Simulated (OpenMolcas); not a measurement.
Computed levels of 4s² 4p⁴ in ions with 34 electrons, in cm-1 above ³P₂.

- Program: OpenMolcas 26.06
- Method: RASSCF
- Basis: ANO-RCC-VQZP
- Scalar Hamiltonian: DKH2, point nucleus
- Spin-orbit coupling: state interaction with AMFI integrals over the reference wave functions, term energies averaged over their components

Active space for each ion: 6 electrons in 9 orbitals (RAS2 4s 4p; RAS3 4d, at most 2 electrons).

```csv
Level,Se,Kr2+
³P₁,1796,4031
³P₀,2376,4938
¹D₂,11195,16586
¹S₀,23900,34359
```

Estimate ³P₀, ¹D₂, ¹S₀ for Br+ from its neighbours Se and Kr2+.

³P₀ is fine structure, which grows about as the fourth power of a screened charge, so the fourth roots are averaged: ((2376^0.25 + 4938^0.25) / 2)^4 = 3483. The calculation gives 3547, so the estimate is off by -1.8 %; the measured value is 3837 (NIST Handbook of Basic Atomic Spectroscopic Data).
¹D₂ is another term, which grows about linearly with the charge: (11195 + 16586) / 2 = 13890. The calculation gives 13710, so the estimate is off by +1.3 %; the measured value is 12089 (NIST Handbook of Basic Atomic Spectroscopic Data).
¹S₀ is another term, which grows about linearly with the charge: (23900 + 34359) / 2 = 29130. The calculation gives 29055, so the estimate is off by +0.3 %; the measured value is 27867 (NIST Handbook of Basic Atomic Spectroscopic Data).

Without dynamic correlation excited terms often stand tens of per cent too high (terms of higher spin than the ground term too low), and those without a measured partner can miss by more than the paired ones (holds for Se; Br+). Active for correlation alone: 4d; no level in the range computed is led by a configuration that fills it, so any true level of that kind is missing (holds for Se). The run also gave levels led by 4s² 4p³ 4d, which use shells meant for correlation; these and all levels above them are left out (holds for Br+; Kr2+). No level of 4s 4p⁵ was computed, though it lies in the active space (holds for Br+). Measured partners are found by configuration, term and J. A level has none where our copy of the source lacks it or the pairing is in doubt (some pairs that miss far off the trend of their configuration count as doubtful), and it then counts in no deviation. Levels of configurations outside the active space are missing.
